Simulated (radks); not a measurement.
The numbers below are computed, except where a source is named.
Question: Valence configurations of Cs (all share [Xe]). Level of theory: Dirac Kohn-Sham, PBE, spin-unpolarised, spherical densities, finite nucleus; open shells are shared between the two j in proportion to 2j + 1; Fermi nuclear charge, rms radius 4.8041 fm (a radial shooting solver on a logarithmic mesh with Libxc functionals). Order these by energy: 6s1; 5d1; 4f1; 5d0.5 6s0.5; 4f0.5 6s0.5; 6p1.

Answer: From the lowest, in eV above it: 6s1 0.000; 5d0.5 6s0.5 0.843; 4f0.5 6s0.5 1.278; 6p1 1.368; 5d1 1.671; 4f1 2.951. NIST lists [Xe] 6s1 as the ground configuration; this level of theory agrees among the configurations tried. The energies are those of spherical spin-averaged densities, not of single terms.
